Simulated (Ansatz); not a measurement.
Ligand exchange: BH2(CH3) + InH2(NH2) → BH(CH3)(NH2) + InH3

Species: BH2(CH3), singlet; InH2(NH2), singlet; BH(CH3)(NH2), singlet; InH3 `[InH3]`, singlet. The partners trade H for NH2: B–H and In–NH2 bonds give way to B–NH2 and In–H.

Shapes, held fixed at every level: PBE0-D4/def2-TZVP. Programs: Ansatz 0.2.0. The zero-point and thermal change to 298 K, harmonic and unscaled (PBE0-D4/def2-TZVP), is +1.6 kJ/mol.

Problem. Estimate ΔH(298 K) of this reaction.

Solution. The highest level, CCSD(T)/def2-TZVPP, gives ΔH(298 K) = -119.0 kJ/mol; the levels span -138.2 to -114.6. The column of differences is taken from that level and isn't an error. No measured value is set beside it here. For atoms past krypton def2 sets carry core potentials with scalar relativity. Outer-core shells of In are correlated, in sets that cover them unevenly. Times are processor times on shared x86 and Arm servers, and rough.

```csv
level,kind,ΔH(298 K) (kJ/mol),less CCSD(T)/def2-TZVPP,CPU time (sum over the molecules)
PBE-D4/def2-TZVPP,GGA,-125.7,-6.7,12 s
PBE0-D4/def2-TZVPP,global hybrid,-128.4,-9.4,11 s
r2SCAN0-D4/def2-TZVPP,global hybrid,-127.4,-8.4,18 s
wB97M-V/def2-TZVPP,range-separated hybrid,-125.2,-6.2,41 s
B2PLYP/def2-TZVPP,double hybrid,-118.9,+0.1,20 s
MP2/def2-SVP,perturbation theory,-138.2,-19.2,–
MP2/def2-TZVPP,perturbation theory,-114.6,+4.4,–
CCSD(T)/def2-TZVPP,coupled cluster or CI,-119.0,0.0,91 s
```
